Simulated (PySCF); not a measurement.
diarsenic cation (As₂), SMILES [As]#[As] (connectivity only; charge and spin as stated), charge +1, multiplicity 2. Geometry optimised at PBE0-D3(BJ)/def2-TZVP. The spin state was assumed, not searched.

Level of theory: PBE0-D3(BJ)/def2-TZVP (PySCF).

Harmonic wavenumbers (cm⁻¹): 406. Rotational constants (GHz): 2.824 (linear); symmetry number 2.

### Question
Work out the zero-point energy and the ideal-gas rigid-rotor harmonic-oscillator thermochemistry at 298.15 K and 1 atm.

### Answer
ZPE = ½ Σ hcν = ½ × 406 cm⁻¹ = 0.58 kcal/mol. H − E(el) = 2.84 kcal/mol. Entropy in cal/(mol K): translation 40.92, rotation 15.90, vibration 0.94, spin 1.38, total 59.14. G − E(el) = -14.79 kcal/mol. Cp = 8.41 cal/(mol K).
